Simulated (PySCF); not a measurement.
NMR data simulated for an unnamed compound:

1H NMR (400 MHz, computed): δ 6.94 (d, 1H), 6.42 (d, 1H), 6.29 (m, 1H), 4.76 (m, 1H), 2.11 (s, 3H), 0.30 (d, 3H).

13C{1H} NMR (computed): δ 159.9 (CH), 149.7 (C), 141.2 (CH), 136.7 (CH), 97.7 (C), 85.5 (C), 5.7 (CH3), -6.1 (CH3).

All values are calculated (PySCF 2.14.0 with density-fitted response routines): PBE0/pcSseg-1 with gauge-including orbitals, geometry: PBE0-D3(BJ)/def2-SVP. One averaged value for each set of equivalent atoms, gas phase, single conformer, non-relativistic Hamiltonian.

References, each an isolated molecule treated in the same way: 1H (31.27 ppm) and 13C (184.41 ppm) vs TMS.

Problem. Which of these does the molecule contain: a benzene ring, a non-aromatic C=C double bond, a CH3CH2 unit, a Si–H bond, a Si–CH3 group, a methoxy group?

Solution. 
- A benzene ring: no.
- A non-aromatic C=C double bond: yes.
- A CH3CH2 unit: no.
- A Si–H bond: yes (δH 4.76 (m)).
- A Si–CH3 group: yes (δC -6.1; δH 0.30 (d)).
- A methoxy group: no.

The data belong to `C1(C#CC)=C[Si@@H](C)C=C1`, C$_{8}$H$_{10}$Si; they needn't prove each group on their own.

Carbon signals by region: 4 in the sp2 and nitrile region (100–160 ppm), 2 at 50–100 ppm, 2 below 50 ppm.

Shifts are as computed. Against solution values, carbons near 30 ppm lie about +2 ppm off and those near 130 ppm about +5 ppm. Of 1309 compounds with measured shifts, 239 miss one by over three times the rms of a fit or turn the order of signals round; such compounds aren't used in these exercises. No couplings were computed; multiplicities are counted from neighbouring protons, with m where these are inequivalent, close in shift, in a saturated or five-membered ring or joined by F or P, and br s for small geminal =CH2 splittings.
